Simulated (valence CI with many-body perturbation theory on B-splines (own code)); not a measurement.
E1 line list for Tc²⁹⁺

Method: valence CI with perturbative core correlation (CI+MBPT): four valence electrons over a frozen Dirac-Fock core [Ne], radial functions for each j: 11 s, 11 p, 9 d, 7 f, 5 g, 2 h, 1 i, with the one-electron correlation potential Σ1 (screened to all orders), the two-electron term Σ2, the three-electron term Σ3, Breit, model QED; selected single and double excitations, second order for the rest (own B-spline code, finite nucleus).

The last digits are not significant, and no measured levels were compared; by estimate large intervals hold to a few tenths of a per cent, small ones and those within an open d or f shell to about a per cent.

Lines 201 to 225 of 225 in falling wavelength, among levels below 2198400 cm⁻¹, chosen from the strongest by gf and those to the six lowest levels. Wavelengths and rates use the calculated energies. Electric multipoles are in the length gauge, E1 and E2 with the static RPA response of the core. Weak lines are less certain than strong ones. Lines between different terms over intervals too small for the method are left out, as are lines whose strength nearly cancels. The highest levels of a list are the least certain.

Names give the largest LS component (configuration and term), which can be under half, so a name can repeat, a term be missing and a line seem to break the LS rules; names also repeat where a configuration has a term twice. Letters in brackets count levels of one name in rising energy.

```
λ vac (Å)                Upper         Lower   A (s⁻¹)  S (a.u.) with core polarisation  S without
    79.23   3s 3p2 3d 3D_2 [b]  3s 3p3 3D°_1  3.70e+10                         4.54e-02   4.64e-02
    78.77      3s2 3p 3d 3P°_1  3s2 3p2 3P_1  2.03e+10                         1.47e-02   1.51e-02
    78.28   3s 3p2 3d 3D_2 [c]  3s 3p3 3D°_1  1.30e+10                         1.54e-02   1.58e-02
    77.58  3s2 3p 3d 3P°_2 [b]  3s2 3p2 3P_1  2.95e+09                         3.40e-03   3.48e-03
    77.30   3s 3p2 3d 3D_3 [a]  3s 3p3 5S°_2  3.72e+10                         5.94e-02   6.08e-02
    77.28      3s2 3p 3d 1F°_3  3s2 3p2 1D_2  2.32e+10                         3.70e-02   3.79e-02
    76.04   3s 3p2 3d 3D_1 [a]  3s 3p3 5S°_2  2.68e+08                         1.75e-04   1.79e-04
    75.93   3s 3p2 3d 1P_1 [b]  3s 3p3 3D°_1  1.61e+10                         1.04e-02   1.07e-02
    75.91       3s 3p2 3d 3F_3  3s 3p3 5S°_2  5.79e+08                         8.74e-04   8.92e-04
    75.44   3s 3p2 3d 3D_1 [b]  3s 3p3 5S°_2  2.13e+09                         1.35e-03   1.39e-03
    74.01      3s2 3p 3d 1P°_1  3s2 3p2 1D_2  6.89e+07                         4.14e-05   4.29e-05
    73.57   3s 3p2 3d 3F_2 [d]  3s 3p3 5S°_2  1.14e+09                         1.12e-03   1.15e-03
    72.99   3s 3p2 3d 3P_1 [a]  3s 3p3 5S°_2  6.96e+07                         4.01e-05   4.11e-05
    72.72   3s 3p2 3d 3D_2 [a]  3s 3p3 5S°_2  2.67e+08                         2.53e-04   2.59e-04
    72.57  3s2 3p 3d 3D°_1 [b]  3s2 3p2 3P_0  9.24e+05                         5.23e-07   5.15e-07
    72.31   3s 3p2 3d 3P_1 [b]  3s 3p3 5S°_2  9.77e+07                         5.47e-05   5.59e-05
    72.14   3s 3p2 3d 3D_2 [b]  3s 3p3 5S°_2  2.45e+08                         2.27e-04   2.32e-04
    72.08   3s 3p2 3d 3D_3 [b]  3s 3p3 5S°_2  3.43e+09                         4.44e-03   4.54e-03
    72.05      3s2 3p 3d 1P°_1  3s2 3p2 3P_1  2.12e+09                         1.18e-03   1.20e-03
    71.42   3s 3p2 3d 3D_3 [c]  3s 3p3 5S°_2  4.60e+09                         5.80e-03   5.93e-03
    71.36   3s 3p2 3d 3D_2 [c]  3s 3p3 5S°_2  7.40e+07                         6.64e-05   6.82e-05
    69.51   3s 3p2 3d 3P_2 [b]  3s 3p3 5S°_2  6.52e+09                         5.41e-03   5.54e-03
    69.39   3s 3p2 3d 1P_1 [b]  3s 3p3 5S°_2  2.46e+09                         1.22e-03   1.25e-03
    68.82      3s2 3p 3d 3P°_1  3s2 3p2 3P_0  1.75e+08                         8.43e-05   8.65e-05
    63.64      3s2 3p 3d 1P°_1  3s2 3p2 3P_0  1.40e+09                         5.35e-04   5.49e-04
```
